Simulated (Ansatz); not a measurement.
Q: Name a neutral molecule of B, C, Se and H with LUMO energy (ωB97M-V/def2-TZVPP) between 1.15 and 1.45 eV and HOMO–LUMO gap (ωB97M-V/def2-TZVPP) between 10.65 and 10.95 eV (Ansatz, PBE0-D4/def2-TZVP geometry).

A: `CBC[SeH]` (1.41 eV, 10.75 eV). Other molecules can fit too; these were computed, each in one conformer that needn't be the lowest.
